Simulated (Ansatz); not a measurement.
`O[SiH](O)O[SiH2]F` + `N[SiH](Cl)Cl` → `O[SiH](O)N[SiH](Cl)Cl` + `O[SiH2]F`  (ligand exchange at the Si–O bond)

Calculated with Ansatz (gas phase, PBE0-D4/def2-TZVP geometries, no zero-point term in ΔE). CBS: MP2 limit from def2 TZ/QZ plus the TZ coupled-cluster correction, frozen cores. DFT in def2-TZVPP. B3LYP here is the variant with VWN-RPA as its local correlation; programs differ in this. One conformer a species, not always the lowest.

`O[SiH](O)O[SiH2]F`:

```xyz
11

O     1.892   -1.251    0.887
Si    0.345   -0.744    0.831
O    -0.644   -1.768    0.021
O     0.224    0.657    0.017
Si   -0.678    1.636   -0.906
F    -0.268    3.136   -0.568
H     2.388   -1.307    0.069
H    -0.056   -0.582    2.238
H    -0.712   -2.670    0.337
H    -0.374    1.408   -2.334
H    -2.115    1.485   -0.591
```

`N[SiH](Cl)Cl`:

```xyz
7

N    -0.320    0.608    0.875
Si   -0.014   -0.380   -0.463
Cl   -0.135    0.790   -2.131
Cl    1.841   -1.267   -0.485
H     0.089    1.527    0.938
H    -0.464    0.198    1.784
H    -0.997   -1.475   -0.518
```

`O[SiH](O)N[SiH](Cl)Cl`:

Cartesian coordinates in Å:
```
O -0.728 -1.513 1.875
Si -0.733 -0.223 0.875
O -0.392 1.080 1.806
N 0.456 -0.607 -0.315
Si 0.774 0.151 -1.796
Cl 2.788 0.387 -2.051
Cl -0.151 1.985 -1.749
H -0.961 -1.347 2.790
H -2.026 -0.009 0.189
H -0.431 1.944 1.393
H 1.124 -1.309 -0.020
H 0.279 -0.540 -2.998
```

`O[SiH2]F`:

Z-matrix (Å, degrees):
```
Si
F 1 1.596
O 1 1.630 2 111.0
H 1 1.482 2 106.0 3 121.4
H 1 1.474 2 108.2 3 -116.3
H 3 0.958 1 119.1 2 71.8
```

```json
{"level": "PBE", "ΔE (kJ/mol)": "52.4"}
{"level": "B3LYP", "ΔE (kJ/mol)": "62.9"}
{"level": "MP2/def2-TZVPP", "ΔE (kJ/mol)": "52.5"}
{"level": "HF/def2-QZVPP", "ΔE (kJ/mol)": "74.6"}
```

Problem. What does CCSD(T)/CBS give? (An estimate is asked.)

Solution. Computed: +54.7 kJ/mol. The listed levels differ from it by -2.3, 8.2, -2.2, 19.9 kJ/mol.

Largest T1 diagnostic among the species: 0.012.

The D4 term adds −7.1 kJ/mol with B3LYP and −4.1 kJ/mol with PBE0; it sums over pairs of atoms, weighted by their polarisabilities, and B3LYP, whose exchange is more repulsive, gets the larger term. In def2-TZVPP, CCSD(T) changes the Hartree–Fock value by −18.8 kJ/mol (the triples alone add −3.1 kJ/mol) and MP2 by −20.4 kJ/mol.
